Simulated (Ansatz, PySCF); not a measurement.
C2H5ClSi2, SMILES ClC1=C[SiH2][SiH2]1. Atoms are numbered in the order given.

```xyz
10

Cl    -0.1898     2.3383     0.0000
C     -0.1655     0.5954     0.0000
C     -1.2771    -0.1860     0.0000
Si    -0.5598    -1.9331     0.0000
Si     1.3413    -0.5611     0.0000
H     -2.3000     0.2129     0.0000
H     -0.8740    -2.7459    -1.2148
H     -0.8740    -2.7459     1.2148
H      2.1996    -0.4467    -1.2169
H      2.1996    -0.4467     1.2169
```

Geometry: r2SCAN-D4/def2-SVP. This is a generated structure with no PubChem entry under its InChIKey; it may be hypothetical.

Two levels are set side by side: PBE-D3(BJ)/def2-SVP (Ansatz, an electronic-structure program) and r2SCAN-D4/def2-SVP (Ansatz). Each level has its own optimised geometry; the coordinates shown are those of the second. Frequencies come from the Hessian of PySCF at each geometry. Differences are taken from unrounded values.

```
quantity                            r2SCAN-D4  PBE-D3(BJ)  PBE-D3(BJ) minus r2SCAN-D4
----------------------------------  ---------  ----------  --------------------------
mean bond length (Å)                    1.631       1.639                       0.008
bond Cl1–C2 (Å)                         1.743       1.744                       0.001
bond C2–C3 (Å)                          1.359       1.366                       0.007
bond C2–Si5 (Å)                         1.900       1.908                       0.009
bond C3–Si4 (Å)                         1.889       1.896                       0.007
bond Si4–Si5 (Å)                        2.345       2.351                       0.006
bond C3–H6 (Å)                          1.098       1.104                       0.006
bond Si4–H7 (Å)                         1.495       1.506                       0.011
bond Si4–H8 (Å)                         1.495       1.506                       0.011
bond Si5–H9 (Å)                         1.493       1.504                       0.011
bond Si5–H10 (Å)                        1.493       1.504                       0.011
highest harmonic wavenumber (cm⁻¹)       3155        3093                         -62
mean harmonic wavenumber (cm⁻¹)          1033        1006                         -28
zero-point energy (kcal/mol)            35.45       34.50                       -0.95
```
